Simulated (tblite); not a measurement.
Species: C5H3ClOSi.
Atom-mapped SMILES: `[O:1]=[CH:2][C:3]#[C:4][C:5]#[C:6][SiH2:7][Cl:8]` (hydrogens: H9 on C2; H10, H11 on Si7)

Computed with GFN2-xTB (tblite), gas phase: L-BFGS steps from a force-field or distance-geometry start until the largest atomic force falls under 0.01 eV/Å.

Step 6: E = -611.4719 eV
```
atom  x, y, z in Å  |  force x, y, z in eV/Å
O1      4.6380   -0.4088    0.0865    0.029  -0.545  -0.163
C2      3.8202    0.4271    0.3522   -0.002   0.339   0.065
C3      2.4014    0.2852    0.2829   -0.102  -0.076  -0.005
C4      1.1981    0.1073    0.2114   -0.096  -0.008  -0.011
C5     -0.1520   -0.0663    0.1355    0.414   0.076   0.034
C6     -1.3539   -0.2326    0.0661   -0.496  -0.072  -0.032
Si7    -3.2055   -0.4701   -0.0363   -0.118  -0.032  -0.020
Cl8    -4.1652    1.2333    0.5074    0.183  -0.011  -0.004
H9      4.1761    1.4243    0.6802   -0.374   0.197   0.075
H10    -3.6914   -1.5167    0.8711    0.280   0.071  -0.001
H11    -3.6604   -0.7799   -1.3980    0.282   0.062   0.064
```

Step 7: E = -611.4857 eV
```
atom  x, y, z in Å  |  force x, y, z in eV/Å
O1      4.6243   -0.4167    0.0838   -0.053  -0.248  -0.069
C2      3.8135    0.4312    0.3530    0.086  -0.166  -0.091
C3      2.4010    0.2851    0.2826   -0.687  -0.126  -0.028
C4      1.1930    0.1058    0.2119    0.482   0.082   0.016
C5     -0.1501   -0.0645    0.1350   -0.469  -0.061  -0.013
C6     -1.3596   -0.2342    0.0658    0.578   0.079   0.028
Si7    -3.1921   -0.4686   -0.0360   -0.424  -0.040  -0.006
Cl8    -4.1550    1.2294    0.5060    0.151   0.049   0.015
H9      4.1530    1.4218    0.6792   -0.151   0.404   0.142
H10    -3.6769   -1.5108    0.8692    0.245  -0.003   0.057
H11    -3.6458   -0.7758   -1.3918    0.242   0.031  -0.051
```

Step 8: E = -611.4989 eV
```
atom  x, y, z in Å  |  force x, y, z in eV/Å
O1      4.6142   -0.4225    0.0820    0.131  -0.300  -0.088
C2      3.8122    0.4289    0.3516   -0.219  -0.014  -0.033
C3      2.3956    0.2839    0.2824   -0.222  -0.059  -0.005
C4      1.1922    0.1055    0.2122    0.107   0.029  -0.009
C5     -0.1513   -0.0638    0.1348   -0.310  -0.044  -0.001
C6     -1.3583   -0.2345    0.0658    0.406   0.058   0.018
Si7    -3.1903   -0.4683   -0.0358   -0.324   0.004   0.015
Cl8    -4.1472    1.2279    0.5055    0.112   0.102   0.032
H9      4.1382    1.4262    0.6807   -0.073   0.299   0.105
H10    -3.6654   -1.5075    0.8690    0.198  -0.077   0.114
H11    -3.6344   -0.7732   -1.3891    0.195   0.003  -0.149
```

**Question.** Estimate the geometry and energy of step 9. (The exact step hangs on the optimiser's Hessian estimate; all steps are aligned on step 8, rigid shifts and turns removed.)

**Answer.** E = -611.5127 eV, largest force 0.288 eV/Å
```
atom  x, y, z in Å  |  force x, y, z in eV/Å
O1      4.6002   -0.4357    0.0780    0.049   0.021   0.006
C2      3.8056    0.4256    0.3489   -0.175  -0.014  -0.003
C3      2.3891    0.2814    0.2821    0.159  -0.003   0.007
C4      1.1897    0.1052    0.2121   -0.273  -0.026  -0.032
C5     -0.1541   -0.0629    0.1349    0.041   0.000   0.020
C6     -1.3565   -0.2348    0.0657   -0.019   0.004  -0.004
Si7    -3.1916   -0.4671   -0.0352   -0.085   0.050   0.029
Cl8    -4.1334    1.2281    0.5054    0.042   0.184   0.059
H9      4.1139    1.4369    0.6843    0.018  -0.013  -0.005
H10    -3.6443   -1.5048    0.8715    0.122  -0.170   0.183
H11    -3.6133   -0.7692   -1.3888    0.122  -0.032  -0.259
```

The energy changes by -0.0138 eV. The first-order estimate −F·Δx gives -0.0226 eV and the mean of the old and new forces, exact on a quadratic surface, -0.0137 eV. The step makes an angle of 60° with the force vector and moves no atom by more than 0.027 Å.

What follows is the cost of the whole relaxation. Time: 0.3 s wall. Hardware: one thread, Arm Neoverse V1 (aarch64), no GPU, shared host.
